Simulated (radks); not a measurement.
Task: These are the eigenvalues of the occupied orbitals of an atom or ion with whole-number occupations (eV). All-electron calculation, scalar-relativistic Kohn-Sham, PBE, spin-polarised, spherical densities, finite nucleus; Fermi nuclear charge, rms radius of each element as measured or else 0.836 A^(1/3) + 0.57 fm. Program: a radial shooting solver on a logarithmic mesh with Libxc functionals.

| orbital | eigenvalue |
|---|---|
| 1s up | -21423.38 |
| 1s down | -21423.35 |
| 2s up | -3526.685 |
| 2s down | -3520.741 |
| 2p up | -3215.511 |
| 2p down | -3211.064 |
| 3s up | -1014.227 |
| 3s down | -1006.854 |
| 3p up | -911.8681 |
| 3p down | -904.3523 |
| 3d up | -752.6937 |
| 3d down | -743.9416 |

Which element is it, and in what charge state? The configuration may be excited. Open shells, if any, are filled with parallel spins first.

Result: Z = 43, technetium, charge +18: Tc18+ in [Ar] 3d7. The list shows which subshells hold electrons but not how many an open one holds; the 1s level, -787.29 hartree, gives Z - s = 39.7 by -(Z - s)^2/2, which with screening and relativity narrows Z to a few neighbours, and the depths of the outer levels then fix element, charge and occupations together.
